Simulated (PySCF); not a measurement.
Worked example: chemical shift, span and skew from a shielding tensor

Al(Cl)2(Me) (CH3AlCl2), SMILES [CH3][Al]([Cl])[Cl]. Atoms are numbered in the order given.

```xyz
7

Al     0.2700    -0.1007     0.1815
Cl    -1.4530    -1.2991     0.0201
Cl     0.2179     1.7568    -0.8079
C      1.8338    -0.6796     1.1643
H      2.3082     0.1619     1.6941
H      2.5824    -1.0867     0.4624
H      1.5920    -1.4703     1.8914
```
Charge 0, spin multiplicity 1.

Geometry optimised at B3LYP-D3(BJ)/def2-SVP.

GIAO shieldings from PySCF with PBE0/pcSseg-1, non-relativistic, no solvent. The symmetric part of the tensor of C4 has the principal values 185.1, 192.4, 200.1 ppm. The same nucleus in TMS has σ = 186.3 ppm at this level (PySCF, at its B3LYP-D3(BJ)/def2-TZVP geometry). Without spin–orbit terms, shifts of atoms bonded to Cl or Br come out too high.

Task: Work out the isotropic shielding, the ¹³C shift against TMS, the span and the skew.

Result: 
σ(iso) = (σ11 + σ22 + σ33)/3 = 192.5 ppm. δ = σ(ref) − σ(iso) = 186.3 − (192.5) = -6.2 ppm.
Span Ω = σ33 − σ11 = 15.0 ppm. Skew κ = 3(σ(iso) − σ22)/Ω = 0.03. Tumbling in solution averages the tensor to δ; in a static solid the shielding alone would spread this spin-1/2 line over Ω.
